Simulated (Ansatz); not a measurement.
The same path of AlAsH$_{4}$N (7 atoms, charge -1, multiplicity 1) was run twice with different band settings. The coordinate that changes most is the angle H4–N1–Al2.

Level of theory: RKS B3LYP-D4/def2-SVP in Ansatz 0.2.0.

Relaxed end points:

```xyz
7
Properties=species:S:1:pos:R:3
N -1.941 -0.635 -0.664
Al -0.445 0.198 -0.476
As 1.034 -0.695 1.356
H -2.603 -0.335 -1.389
H 0.241 1.466 -1.240
H 1.399 0.694 1.915
H 2.315 -0.694 0.498
```

```xyz
7
Properties=species:S:1:pos:R:3
N -1.945 -0.066 -1.215
Al -0.399 0.345 -0.588
As 0.891 -0.766 1.331
H -2.509 -0.837 -0.847
H 0.444 1.573 -1.210
H 1.300 0.571 1.978
H 2.218 -0.821 0.552
```

Common settings: movable images 9; climbing image yes; spring 5.0 eV/Å²; optimiser quadratic models (default); force threshold 0.05 eV/Å; end points relaxed.

| run | start path | iteration limit |
| --- | --- | --- |
| 1 | IDPP | 48 |
| 2 | straight line | 60 |

**Question.** What does each run give, and how far can it be trusted?

**Answer.** Run 1: converged after 9 iterations, highest image 0.116 eV above the first end. A vibrational analysis at the climbing image gives 2 clearly imaginary modes (371i, 62i cm⁻¹): a point of higher order, so a lower path passes nearby.
Run 2: converged after 11 iterations, highest image 0.116 eV above the first end. Another band between the same ends (9 images) ends at a top of the same energy, where a vibrational analysis finds 2 clearly imaginary modes.
Limits of this set-up: an anion without diffuse functions.
